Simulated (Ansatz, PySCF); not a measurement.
This triplet is an excited state, 1.25 eV above the relaxed singlet at the level B3LYP/cc-pVTZ // PBE0-D3(BJ)/def2-TZVP (Ansatz, a quantum-chemistry and plane-wave program).

Cartesian coordinates (Å):
```xyz
7

C     -1.2419     0.0431     0.1647
C      0.0366     0.2166    -0.1840
Ge     1.5405    -0.7979     0.4077
H     -1.5560    -0.7339     0.8534
H     -2.0231     0.6821    -0.2340
H      0.3026     1.0118    -0.8809
H      2.9413    -0.4218    -0.1268
```
Charge 0, spin multiplicity 3.

### Question
Predict the highest occupied spin orbital, dipole moment and total energy from PBE0-D3(BJ)/def2-TZVP (PySCF).

### Answer

- highest occupied spin orbital: -5.10 eV
- dipole moment: 0.48 D
- total energy: -2155.1794 Ha
